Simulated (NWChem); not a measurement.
System: NbNH3O2F; SMILES [NH]=[Nb]([OH])([OH])[F]

NWChem printed, in part:

```
             Northwest Computational Chemistry Package (NWChem) 7.3.0
             --------------------------------------------------------

 CS  symmetry detected

                             Geometry "geometry" -> ""
                             -------------------------

 Output coordinates in angstroms (scale by  1.889725989 to convert to a.u.)

  No.       Tag          Charge          X              Y              Z
 ---- ---------------- ---------- -------------- -------------- --------------
    1 Nb                  41.0000     0.00618267    -0.01481743     0.00000000
    2 N                    7.0000     1.73819183     0.17359379     0.00000000
    3 H                    1.0000     2.75111958     0.23267706     0.00000000
    4 F                    9.0000    -0.40195598    -1.85294579     0.00000000
    5 O                    8.0000    -0.68812653     0.82800288     1.54473329
    6 H                    1.0000    -0.27216173     1.29407365     2.27537444
    7 O                    8.0000    -0.68812653     0.82800288    -1.54473329
    8 H                    1.0000    -0.27216173     1.29407365    -2.27537444

 Effective nuclear repulsion energy (a.u.)     488.8315160740

      Symmetry information
      --------------------

 Group name             Cs
 Group number              2
 Group order               2
 No. of unique centers     6

 Summary of "ao basis" -> "ao basis" (spherical)
 ------------------------------------------------------------------------------
       Tag                 Description            Shells   Functions and Types
 ---------------- ------------------------------  ------  ---------------------
 Nb                         def2-svp                11       31   5s3p2d1f
 N                          def2-svp                 6       14   3s2p1d
 H                          def2-svp                 3        5   2s1p
 F                          def2-svp                 6       14   3s2p1d
 O                          def2-svp                 6       14   3s2p1d

      Symmetry analysis of basis
      --------------------------

        a'         64
        a"         38

            General Information
            -------------------
          SCF calculation type: DFT
          Wavefunction type:  closed shell.
          No. of atoms     :     8
          No. of electrons :    48
           Alpha electrons :    24
            Beta electrons :    24
          Charge           :     0
          Spin multiplicity:     1
          Use of symmetry is: off; symmetry adaption is: on
          Maximum number of iterations: 150
          AO basis - number of functions:   102
                     number of shells:    44
          Convergence on energy requested:  1.00D-06
          Convergence on density requested:  1.00D-05
          Convergence on gradient requested:  5.00D-04

              XC Information
              --------------
          PerdewBurkeErnzerhof Exchange Functional  1.000
            Perdew 1991 LDA Correlation Functional  1.000 local
           PerdewBurkeErnz. Correlation Functional  1.000 non-local

             Grid Information
             ----------------
          Grid used for XC integration:  medium
          Radial quadrature: Mura-Knowles
          Angular quadrature: Lebedev.
          Tag              B.-S. Rad. Rad. Pts. Rad. Cut. Ang. Pts.
          ---              ---------- --------- --------- ---------
          Nb                  1.45      123           9.0       590
          N                   0.65       49           9.0       434
          H                   0.35       45          11.0       434
          F                   0.50       49          10.0       434
          O                   0.60       49          10.0       434
          Grid pruning is: on
          Number of quadrature shells:   454
          Spatial weights used:  Erf1

      Superposition of Atomic Density Guess
      -------------------------------------

 Sum of atomic energies:        -369.16857469

      Non-variational initial energy
      ------------------------------

 Total energy =    -361.175570
 1-e energy   =    -944.919955
 2-e energy   =     367.191166
 HOMO         =      -0.392397
 LUMO         =      -0.037804

[...]

                                NWChem TDDFT Module
                                -------------------

            General Information
            -------------------
           No. of orbitals :     204
            Alpha orbitals :     102
             Beta orbitals :     102
        Alpha frozen cores :       0
         Beta frozen cores :       0
     Alpha frozen virtuals :       0
      Beta frozen virtuals :       0
         Spin multiplicity :       1
    Number of AO functions :     102
        Use of symmetry is : off
      Symmetry adaption is : on
         Schwarz screening :  0.10D-07

              XC Information
              --------------
   PerdewBurkeErnzerhof Exchange Functional   1.00
     Perdew 1991 LDA Correlation Functional   1.00 local
    PerdewBurkeErnz. Correlation Functional   1.00 non-local

             TDDFT Information
             -----------------
          Calculation type : TDDFT
         Wavefunction type : Restricted singlets
          No. of electrons :      48
           Alpha electrons :      24
            Beta electrons :      24
              No. of roots :       8
          Max subspacesize :    5600
            Max iterations :     100
               Target root :       1
           Target symmetry : none
      Symmetry restriction : off
                 Algorithm : Optimal
        Davidson threshold :  0.10D-03

    8 smallest eigenvalue differences (eV)
--------------------------------------------------------
  No. Spin  Occ  Vir  Irrep   E(Occ)    E(Vir)   E(Diff)
--------------------------------------------------------
    1    1   24   25 a"       -0.241    -0.048     5.238
    2    1   24   26 a'       -0.241    -0.044     5.360
    3    1   23   25 a'       -0.247    -0.048     5.398
    4    1   23   26 a"       -0.247    -0.044     5.521
    5    1   24   27 a'       -0.241    -0.026     5.855
    6    1   23   27 a"       -0.247    -0.026     6.016
    7    1   22   25 a'       -0.275    -0.048     6.174
    8    1   24   28 a'       -0.241    -0.010     6.277
--------------------------------------------------------

  Entering Davidson iterations
  Restricted singlet excited states

  Iter   NTrls   NConv    DeltaV     DeltaE      Time
  ----  ------  ------  ---------  ---------  ---------
    1      8       0     0.48E+00   0.10+100        5.2
    2     16       0     0.12E+00   0.74E-01        5.2
    3     32       0     0.66E-01   0.41E-02        8.2
    4     48       0     0.31E-01   0.62E-02        8.2
    5     64       0     0.75E-02   0.12E-02        8.1
    6     80       0     0.27E-02   0.28E-04        8.1
    7     96       1     0.13E-02   0.34E-05        8.1
    8    110       4     0.58E-03   0.77E-06        7.4
    9    118       6     0.24E-03   0.14E-06        5.4
   10    122       7     0.11E-03   0.28E-07        3.8
   11    124       8     0.77E-04   0.41E-08        3.1
  ----  ------  ------  ---------  ---------  ---------
  Convergence criterion met

  Ground state a'       -363.516470658434 a.u.

  ----------------------------------------------------------------------------
  Root   1 singlet a"             0.194892874 a.u.                5.3033 eV
  ----------------------------------------------------------------------------
     Transition Moments    X  0.00000   Y  0.00000   Z  0.08557
     Dipole Oscillator Strength                    0.0009513731
     Electric Quadrupole                           0.0000000023
     Magnetic Dipole                               0.0000002483
     Total Oscillator Strength                     0.0009516237

     Occ.   23  a"  ---  Virt.   26  a'  -0.26571 X
     Occ.   24  a'  ---  Virt.   25  a"   0.96215 X
  ----------------------------------------------------------------------------
  Root   2 singlet a'             0.204793536 a.u.                5.5727 eV
  ----------------------------------------------------------------------------
     Transition Moments    X -0.01263   Y -0.19068   Z -0.00000
     Dipole Oscillator Strength                    0.0049858667
     Electric Quadrupole                           0.0000000171
     Magnetic Dipole                               0.0000008270
     Total Oscillator Strength                     0.0049867108

     Occ.   23  a"  ---  Virt.   25  a"  -0.57782 X
     Occ.   24  a'  ---  Virt.   26  a'   0.80742 X
     Occ.   24  a'  ---  Virt.   30  a'  -0.08089 X
  ----------------------------------------------------------------------------
  Root   3 singlet a"             0.206729331 a.u.                5.6254 eV
  ----------------------------------------------------------------------------
     Transition Moments    X -0.00000   Y -0.00000   Z  0.00758
     Dipole Oscillator Strength                    0.0000079129
     Electric Quadrupole                           0.0000000004
     Magnetic Dipole                               0.0000001543
     Total Oscillator Strength                     0.0000080676

     Occ.   23  a"  ---  Virt.   26  a'  -0.95992 X
     Occ.   23  a"  ---  Virt.   27  a'   0.08167 X
     Occ.   24  a'  ---  Virt.   25  a"  -0.25907 X
  ----------------------------------------------------------------------------
  Root   4 singlet a'             0.212293743 a.u.                5.7768 eV
  ----------------------------------------------------------------------------
     Transition Moments    X  0.32089   Y  0.12444   Z -0.00000
     Dipole Oscillator Strength                    0.0167651109
     Electric Quadrupole                           0.0000000225
     Magnetic Dipole                               0.0000000764
     Total Oscillator Strength                     0.0167652097

[...]
```

Level: PBE/def2-SVP with def2 effective core potentials on Nb, full TDDFT. Coordinates come from a PBE0/def2-SVP optimisation. No frequency run checked for a minimum. def2 effective core potentials on Nb; no spin-orbit coupling.

Question: Reconstruct the input file.

Answer: Several could match; the one computed here: the input that was run:
```
start job
memory heap 200 mb stack 900 mb global 1100 mb
geometry units angstroms noautoz
  Nb     0.063319     0.002289    -0.044250
  N     -0.090235     0.009934     1.691180
  H     -0.128952     0.015353     2.705076
  F      1.892544     0.034540    -0.489434
  O     -0.822628     1.526238    -0.730756
  H     -1.294136     2.250470    -0.309831
  O     -0.763616    -1.562608    -0.711998
  H     -1.207179    -2.299365    -0.282345
end
basis spherical
  * library def2-svp
end
ecp
  Nb library def2-ecp
end
dft
  xc xpbe96 cpbe96
  iterations 150
end
tddft
  nroots 8
  notriplet
end
task tddft energy
```
